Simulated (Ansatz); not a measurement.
H7InO4Si (`[OH][In-]([OH])([OH])[OH+][SiH3]`), charge 0, multiplicity 1.

Task: Give a relaxed structure at PBE0-D4/def2-TZVP (Ansatz 0.2.0). (Best estimate.)

Result: Ansatz gave: 
Z-matrix (Å, degrees):
```
In
O 1 1.985
O 1 1.976 2 121.8
O 1 2.022 2 118.9 3 -164.1
O 1 2.327 2 98.0 3 121.4
H 2 0.960 1 111.9 3 160.6
H 3 0.960 1 111.9 2 0.7
H 4 0.959 1 115.3 2 143.4
Si 5 1.673 1 130.1 2 -3.8
H 5 0.982 1 84.1 2 120.8
H 9 1.483 5 108.9 1 174.7
H 9 1.477 5 105.5 1 -65.9
H 9 1.483 5 110.5 1 54.3
```
This is one stationary point; other conformers may exist.
